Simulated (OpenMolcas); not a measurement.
Ne3+: effect of the basis set

```json
{
  "Program": "OpenMolcas 26.06",
  "Method": "XMS-CASPT2, IPEA 0.25 Eh, imaginary shift 0.1 Eh (closed shells correlated: 1s 2s)",
  "Active space": "3 electrons in 3 orbitals (2p)",
  "State averaging": "2S+1 = 4 odd, 1 root; 2S+1 = 2 odd, 8 roots",
  "Spin-orbit coupling": "state interaction with AMFI integrals over the reference wave functions, term energies averaged over their components"
}
```

A. ANO-RCC-VDZP [3s2p1d], DKH2, point nucleus; CASPT2 step roughly 0.8 core-seconds
B. ANO-RCC-VTZP [4s3p2d1f], DKH2, point nucleus; CASPT2 step roughly 0.8 core-seconds
C. ANO-R2 [4s4p2d1f], X2C, finite nucleus; CASPT2 step about 1.8 core-seconds

Energies in eV above 2s2 2p3 4S* 3/2.

```json
{"Level": "2s2 2p3 4S* 3/2", "A": "0.0000", "B": "0.0000", "C": "0.0000"}
{"Level": "2s2 2p3 2D* 3/2", "A": "5.458", "B": "5.227", "C": "5.236"}
{"Level": "2s2 2p3 2D* 5/2", "A": "5.461", "B": "5.230", "C": "5.239"}
{"Level": "2s2 2p3 2P* 1/2", "A": "8.477", "B": "8.200", "C": "8.216"}
{"Level": "2s2 2p3 2P* 3/2", "A": "8.481", "B": "8.204", "C": "8.220"}
```

Among A to C the level of the table that moves most is 2s2 2p3 2P* 3/2, by 2200 cm-1 (lowest in B, highest in A). Moves below CASPT2's spread within the term are not significant.

CASPT2 breaks the degeneracy within a term, and the mean is taken; among the terms shown or strongly mixed into the levels shown the widest spread is 920 cm-1 (2s2 2p3 2D*, C). With the s shell closed, the reference lacks s² → p² mixing. The basis is small and was not contracted for so high a charge (holds for A). Only configurations of the active space appear.

* marks odd parity.
